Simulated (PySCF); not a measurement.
PySCF job for C₃H₁₂OSi₂, SMILES C[Si](C)(C)O[SiH3], PBE0/pcSseg-1. Geometry: r2SCAN-D4/def2-SVP. The values are those of a single conformer.

```python
import numpy as np
from pyscf import gto, scf, dft
from pyscf.prop.nmr import rks as nmr

mol = gto.M(
    atom='''
    C    -1.87408395   -1.52108990    0.00000005
    Si   -0.79209676    0.00268565    0.00000000
    C    -1.07689293    1.03172379   -1.54090508
    C    -1.07689294    1.03172390    1.54090501
    O     0.79653107   -0.53693400    0.00000002
    Si    2.38349551   -0.08077669    0.00000000
    H    -2.94404370   -1.25545329    0.00000004
    H    -1.68008951   -2.14198713    0.88955374
    H    -1.68008951   -2.14198719   -0.88955359
    H    -0.42734616    1.92255855   -1.55765824
    H    -0.86777828    0.44838849   -2.45258543
    H    -2.12102184    1.38183690   -1.59962021
    H    -0.86777828    0.44838866    2.45258539
    H    -0.42734617    1.92255866    1.55765811
    H    -2.12102184    1.38183701    1.59962011
    H     2.70710774    0.73533832   -1.21191677
    H     2.70710773    0.73533840    1.21191673
    H     3.23768778   -1.30221750    0.00000005
    ''',
    basis='pcSseg-1',
    charge=0,
    spin=0,
    max_memory=1600,
    verbose=3,
)
mf = dft.RKS(mol, xc='pbe0').density_fit(auxbasis='def2-universal-jkfit')
mf.grids.level = 3
mf.conv_tol = 1e-10
mf.max_cycle = 100
mf.kernel()
n = nmr.NMR(mf)
n.verbose = 2
n.max_cycle_cphf = 60
sigma = n.kernel()
print('atom   isotropic/ppm   span/ppm')
for i, s in enumerate(sigma):
    w = np.linalg.eigvalsh((s + s.T) / 2)
    print(f'{mol.atom_symbol(i):2s}{i + 1:3d} {w.mean():14.3f} {w[2] - w[0]:11.3f}')
```

Output:

```
converged SCF energy = -775.342986009415
atom   isotropic/ppm   span/ppm
C   1        182.859      16.565
Si  2        331.163      41.825
C   3        183.481      13.062
C   4        183.481      13.062
O   5        299.205      85.101
Si  6        395.879     126.040
H   7         31.445      10.605
H   8         30.962      10.441
H   9         30.962      10.441
H  10         30.975      10.006
H  11         30.988      10.090
H  12         31.363      10.519
H  13         30.988      10.090
H  14         30.975      10.006
H  15         31.363      10.519
H  16         26.260       8.553
H  17         26.260       8.553
H  18         26.348       8.886
```

The calculation finished and met its thresholds.
